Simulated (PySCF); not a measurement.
**Sn₂⁺ from Hartree–Fock to correlated methods**

State: ⁴Σg⁻ (quartet), unpaired electrons σ ↑, π ↑↑. Set-up: Sn cc-pVDZ-PP with ECP28; scalar-relativistic core potentials (PySCF 2.14). De refers to Sn⁺ + Sn in their high-spin ground configurations, without counterpoise correction. The functionals are run spin-unrestricted.

```
      Level  Re (Å)  ωe (cm⁻¹)  De (eV)
        UHF   2.780        186     1.52
    UHF-MP2   2.791        180     2.40
UHF-SCS-MP2   2.769        190     2.10
   UHF-CCSD   2.814        172     2.26
UHF-CCSD(T)   2.826        167     2.39
        LDA   2.785        169     3.47
        PBE   2.840        159     3.01
       BP86   2.844        156     2.99
     r²SCAN   2.798        169     2.93
       PBE0   2.790        174     2.76
      B97-3   2.821        167     2.55
```

**Question.** Which functional lies closest to UHF-CCSD(T) in De, which farthest, and by how much do they differ from it?

**Answer.** Closest is B97-3 (-0.5 pm in Re, +0.0 % in ωe, +0.16 eV in De against UHF-CCSD(T) in the same basis), farthest LDA (-4.1 pm in Re, +1.2 % in ωe, +1.08 eV in De). CCSD(T) converges more slowly with the basis than the functionals do and binds too weakly in this one, so the order can change at the basis-set limit.

**Question.** What does a quarter of exact exchange do here, going from PBE to PBE0?

**Answer.** PBE0 less PBE: -5.0 pm in Re, +9.4 % in ωe, -0.25 eV in De. Exact exchange removes part of the self-interaction that spreads semilocal densities, and in most molecules shortens and stiffens the bond and lowers De; so it does here.

**Question.** What does the gradient correction do here, going from LDA to PBE?

**Answer.** PBE less LDA: +5.5 pm in Re, -5.9 % in ωe, -0.46 eV in De. The gradient correction favours the more uneven density of free atoms, so it tends to lengthen bonds and takes away much of the overbinding of LDA; so it does here.

Correlated steps freeze 8 core orbitals. Correlated levels converge slowly with the basis: in double zeta they bind strong bonds too weakly, by up to about 1 eV, and carry superposition errors of some tenths. These are scalar-relativistic numbers at best; spin–orbit coupling would shift them, the dissociation energy most. The state is the lowest determinant that a PBE0 search found; another state may lie lower at other levels.
